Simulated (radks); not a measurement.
All-electron atom: Te VI in [Kr] 4d10 5s1 (the NIST ground configuration). All-electron calculation, non-relativistic Kohn-Sham, PBEsol, spin-unpolarised, spherical densities, point nucleus; relativity is left out, which matters for an element this heavy. Program: a radial shooting solver on a logarithmic mesh with Libxc functionals.

Local quantities along the radius. ELF = 1/(1 + alpha^2) is the electron localisation function; alpha = (tau - tau_W)/tau_unif compares the Pauli kinetic energy density with that of the uniform gas.

```
   r/bohr * ELF (the largest magnitude, 1, reaches the edge; | marks zero)
0.0009653 |                                                      *
 0.001106 |                                                      *
 0.001277 |                                                      *
 0.001463 |                                                      *
 0.001676 |                                                      *
 0.001921 |                                                      *
 0.002218 |                                                      *
 0.002541 |                                                      *
 0.002911 |                                                      *
 0.003362 |                                                      *
 0.003852 |                                                      *
 0.004413 |                                                      *
 0.005056 |                                                      *
 0.005839 |                                                      *
  0.00669 |                                                      *
 0.007665 |                                                      *
 0.008852 |                                                      *
  0.01014 |                                                      *
  0.01162 |                                                      *
  0.01331 |                                                     *
  0.01537 |                                                     *
  0.01761 |                                                    *
  0.02018 |                                                  *
   0.0233 |                                              *
   0.0267 |                                        *
  0.03059 |                               *
  0.03505 |                      *
  0.04047 |                 *
  0.04637 |                 *
  0.05312 |                    *
  0.06135 |                           *
  0.07029 |                                  *
  0.08053 |                                       *
  0.09226 |                                        *
   0.1066 |                                     *
   0.1221 |                               *
   0.1399 |                      *
   0.1615 |                 *
   0.1851 |                    *
    0.212 |                           *
   0.2429 |                                    *
   0.2805 |                                        *
   0.3214 |                                        *
   0.3682 |                                 *
   0.4252 |                  *
   0.4872 |         *
   0.5582 |             *
   0.6395 |                             *
   0.7385 |                                        *
   0.8461 |                                          *
   0.9694 |                                        *
    1.119 |                                  *
    1.283 |                        *
    1.469 |               *
    1.684 |         *
    1.944 |      *
    2.228 |       *
    2.552 |         *
    2.947 |           *
    3.377 |            *
    3.869 |          *
    4.432 |      *
    5.119 |  *
```

On this mesh the ELF has minima near r = 0.046, 0.16, 0.49, 1.9 bohr, which separate the shells, and maxima near 0.092 (0.74), 0.28 (0.75), 0.85 (0.78), 3.4 (0.23).
